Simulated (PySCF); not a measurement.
CH9FNSi4 (doublet state).
Geometry (GFN2-xTB, Å), atoms numbered from 1 in this order:
```xyz
16
CH9FNSi4 angstrom
F      3.7517   -0.4290    0.7473
Si     2.3902    0.3928    1.0534
Si     0.7428   -0.7842   -0.0305
C      0.3261   -0.3666   -1.7984
Si    -1.3636    0.2880   -1.3367
N     -0.8595   -0.0989    0.3057
Si    -1.7260    0.0301    1.7860
H      2.3680    0.4188    2.5158
H      2.7244    1.7348    0.5753
H      0.7557   -2.2338    0.2586
H      0.8781   -0.3800   -2.7232
H     -2.5180   -0.4989   -1.7751
H     -1.6214    1.7206   -1.4967
H     -2.4358   -1.2193    2.0900
H     -2.6796    1.1309    1.6453
H     -0.7408    0.3035    2.8395
```

The hyperfine couplings belong to this conformer and change with its torsions.

Identity: `[CH]1[SiH2]N([SiH3])[Si@@H]1[SiH2]F` [radical].

The calculation used PySCF, UKS B3LYP, pcH-1 on C F H N Si, non-relativistic, mean-field spin-orbit, GIAO. Geometry: GFN2-xTB, one conformer, isolated molecule. Couplings are sensitive to structure, and on GFN2-xTB geometries they can be far from those on DFT ones. The SCF solution wasn't tested for stability.

**Question.** What is the g tensor, term by term?

**Answer.** 
| Δg (ppm) | 1 | 2 | 3 |
| --- | --- | --- | --- |
| relativistic mass correction | -122 | -122 | -122 |
| gauge correction | -1 | 23 | 26 |
| orbital Zeeman/spin–orbit | 96 | 589 | 715 |
| total | -28 | 490 | 618 |

So g = 2.00229, 2.00281, 2.00294 and g_iso = 2.00268; the tensor is rhombic: the two nearest values differ by 20 % of g3 − g1. Axes: g3 points within 8° of the C4–H11 bond.

**Question.** Average each term over the three axes. Which is largest in size?

**Answer.** The orbital-Zeeman/spin–orbit term 466, the mass correction -122 and the gauge correction 16 ppm, for a total of 360 ppm. The orbital-Zeeman/spin–orbit term is the largest in size. The mass correction is the same along every axis, so the anisotropy comes from the other two: their spans along these axes are 26 (gauge) and 619 ppm (orbital Zeeman/spin–orbit).

**Question.** What effective moment and Curie constant follow for a powder?

**Answer.** With the mean of g² = 4.0107 and S(S+1) = 0.75: μ_eff = √(⟨g²⟩S(S+1)) = 1.734 μB and χT = 0.12505·⟨g²⟩·S(S+1) = 0.376 cm³ K/mol (cgs; spin-Hamiltonian part alone).

**Question.** In a frozen sample, at which fields do the three g values resonate at 9.5, 34, 94 and 263 GHz (hyperfine left aside), and which band first spreads them over more than twice a line width of 1.0 mT?

**Answer.** 
```json
{"band": "X", "GHz": "9.5", "B(g3) mT": "338.88", "B(g2) mT": "338.90", "B(g1) mT": "338.99", "spread mT": "0.11"}
{"band": "Q", "GHz": "34.0", "B(g3) mT": "1212.83", "B(g2) mT": "1212.91", "B(g1) mT": "1213.22", "spread mT": "0.39"}
{"band": "W", "GHz": "94.0", "B(g3) mT": "3353.12", "B(g2) mT": "3353.33", "B(g1) mT": "3354.20", "spread mT": "1.08"}
{"band": "J", "GHz": "263.0", "B(g3) mT": "9381.60", "B(g2) mT": "9382.20", "B(g1) mT": "9384.62", "spread mT": "3.02"}
```

The spread grows in proportion to the frequency. J band is the first where it exceeds 2.0 mT.

The largest Mulliken spin population is on C4 (+0.99). The angles at C4 add up to 359.6°, so it is planar; its axial dipolar tensor and the negative coupling of its proton fit spin in a p orbital normal to that plane.

The HOMO–LUMO gaps are 5.31 eV among the α and 3.78 eV among the β orbitals.

The run took 1.9 min wall (with the writing of density and orbital grids) on an Arm Neoverse V2 with one thread, no GPU, on a shared host, and the process peaked at 1.1 GiB of memory.
